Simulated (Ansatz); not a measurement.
Reaction (ligand exchange at a Zn–C bond): `Cl[CH2][ZnH]` + `[SH][GaH2]` → `[ZnH][S][GaH2]` + `CCl`

Isolated molecules relaxed with PBE0-D4/def2-TZVP in Ansatz; ΔE leaves out vibrations. CBS: MP2 limit from def2 TZ/QZ plus the TZ coupled-cluster correction, frozen cores. This one scheme is used for every species. DFT in def2-TZVPP. HSE06 is defined as in plane-wave codes. For Ga, Zn outer-core shells are correlated without core-valence functions, which leaves a few kJ/mol of doubt a bond. Scalar relativity is left out up to krypton.

| level | ΔE (kJ/mol) | difference from CCSD(T)/CBS |
| --- | --- | --- |
| revPBE-D4 | -120.6 | 10.7 |
| BLYP-D4 | -118.8 | 12.5 |
| r2SCAN-D4 | -129.2 | 2.1 |
| HSE06-D4 | -129.7 | 1.6 |
| r2SCANh | -130.9 | 0.4 |
| r2SCAN0 | -133.5 | -2.2 |
| CCSD(T)/def2-SVP | -128.8 | 2.5 |
| MP2/def2-TZVPP | -128.8 | 2.5 |
| CCSD/def2-TZVPP | -126.6 | 4.7 |
| CCSD/CBS(def2) | -131.9 | -0.6 |
| CCSD(T)/CBS | -131.3 | 0 |

Largest T1 diagnostic among the species: 0.015.

From BLYP to BHLYP (50 % exact exchange), in def2-TZVPP and without D4, ΔE moves by −14.2 kJ/mol. Leaving LDA and LC-ωPBE aside and taking each functional with its dispersion term where it has one, the values, not all of them listed here, spread over 15.7 kJ/mol, from BHLYP-D4 to BLYP-D4.
